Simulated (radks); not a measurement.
Species: Tl67+. Configuration: [Ne] 3s2 3p2.

Method: Dirac Kohn-Sham, relativistic LDA (MacDonald-Vosko exchange, VWN5 correlation), spin-unpolarised, spherical densities, finite nucleus; open shells fill j = l - 1/2 first; Fermi nuclear charge, rms radius 5.4759 fm; computed with a radial shooting solver on a logarithmic mesh with Libxc functionals.

Energy parts (Ry):
total: -29551.8766
kinetic: 35471.1091
electron-nucleus: -67285.1764
Hartree: 2519.8809
exchange-correlation: -257.6903

Orbitals (lengths in bohr, moments of r in powers of bohr; r(90%) holds 90 % of the orbital's charge):
1s1/2: occ. 2; eigenvalue (Ry) -6662.466; r(90%) 0.0300; <1/r> 98.88
2s1/2: occ. 2; eigenvalue (Ry) -1520.480; r(90%) 0.106; <1/r> 24.72
2p1/2: occ. 2; eigenvalue (Ry) -1482.722; r(90%) 0.0924; <1/r> 24.62
2p3/2: occ. 4; eigenvalue (Ry) -1329.219; r(90%) 0.103; <1/r> 19.87
3s1/2: occ. 2; eigenvalue (Ry) -616.0360; r(90%) 0.240; <1/r> 9.908
3p1/2: occ. 2; eigenvalue (Ry) -602.3114; r(90%) 0.229; <1/r> 9.825
3p3/2: occ. 0; eigenvalue (Ry) -560.8883; r(90%) 0.246; <1/r> 8.523
3d3/2: occ. 0; eigenvalue (Ry) -543.2202; r(90%) 0.216; <1/r> 8.380
3d5/2: occ. 0; eigenvalue (Ry) -533.5531; r(90%) 0.220; <1/r> 8.086
4s1/2: occ. 0; eigenvalue (Ry) -328.7044; r(90%) 0.432; <1/r> 5.224

The highest occupied level is 3p1/2 at -8194.9 eV. For comparison, the ionisation energy in NIST's Atomic Spectra Database is 8260 eV (theoretical). In exact Kohn-Sham theory the highest level is minus the ionisation energy, but local and semilocal functionals leave it too shallow, through self-interaction and a potential that decays too fast; potentials with the right tail come closer. Summed over all electrons, <r^2> = 0.1556 bohr^2, which gives a Langevin (diamagnetic) susceptibility term of -0.123 x 10^-6 cm^3/mol.

Beside tabulated values, note that spin-unpolarised runs miss the spin-polarisation part of the exchange energy of open shells.
